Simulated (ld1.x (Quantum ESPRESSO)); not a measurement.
**Xe (Z = 54): TM semilocal pseudisation with PBE, scalar-relativistic reference atom.**

xenon (Xe), norm-conserving Troullier–Martins (semilocal form), made with ld1.x (Quantum ESPRESSO) 7.5 (PBE, scalar-relativistic). Core [Kr] 4d10, reference 5s2 5p6. Waves: 5p (bound): rc 2.05 bohr; 5d channel at 0.2 Ry: rc 2.15 bohr; 5s (bound): rc 1.70 bohr. Local part: the s channel. Core correction: Bessel-smoothed model core, default radius (core density twice the valence density).

All-electron outer shells of the reference configuration (PBE, scalar-relativistic, ld1.x):

```tsv
shell	level (eV)	outermost node (bohr)	outermost maximum (bohr)
4p	-141.27	0.36	0.69
4d	-59.38	0.34	0.75
5s	-19.74	0.85	1.63
5p	-8.23	0.92	1.91
```

(1) Estimate the cutoffs (Ry, on a coarse ladder) from which the occupation-weighted sum of valence levels, in a spherical-Bessel basis at the reference potential, stays within 10 and 1 mRy of its value at 400 Ry.

(2) Which valence shell sets the plane-wave cutoff?

(3) Tests: 5s2 5p5; 5s2 5p4; 5s2 5p3; 5s2 5p2; 5s1 5p6; 5s2 5p5.5. Which has the largest error in its energy relative to the reference configuration, and how large is it?

Results:

(1) 35 Ry and 60 Ry.

(2) 5s: its level needs 40 Ry to come within 1 mRy, against 25 Ry for 5p.

(3) 5s2 5p2, with -68 meV (all-electron minus pseudo) on +108.33 eV.
